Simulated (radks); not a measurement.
Species: the chromium ion Cr21+. Configuration: [He] 2s1 (the NIST ground configuration).

Calculated with a radial shooting solver on a logarithmic mesh with Libxc functionals: Dirac Kohn-Sham, PBE, spin-unpolarised, spherical densities, point nucleus; speed of light set to 13703.6 atomic units (100 times the physical value, a model run).

Energy parts (Ry):
| part | energy |
|---|---|
| total | -1246.84457 |
| kinetic | 1246.71225 |
| electron-nucleus | -2541.96090 |
| Hartree | 81.50957 |
| exchange-correlation | -33.10548 |

Orbitals (lengths in bohr, moments of r in powers of bohr; r(max) is where P^2 peaks; r(90%) holds 90 % of the orbital's charge):
| orbital | occ. | eigenvalue (Ry) | r(max) | <r^4> | <r^2> | r(90%) |
|---|---|---|---|---|---|---|
| 1s1/2 | 2 | -526.0736 | 0.04212 | 0.00007433 | 0.005423 | 0.113 |
| 2s1/2 | 1 | -122.2380 | 0.2285 | 0.01088 | 0.08130 | 0.402 |

The highest occupied level is 2s1/2 at -1663.1 eV. The density falls to 0.001 e/bohr^3 at r = 0.76 bohr.
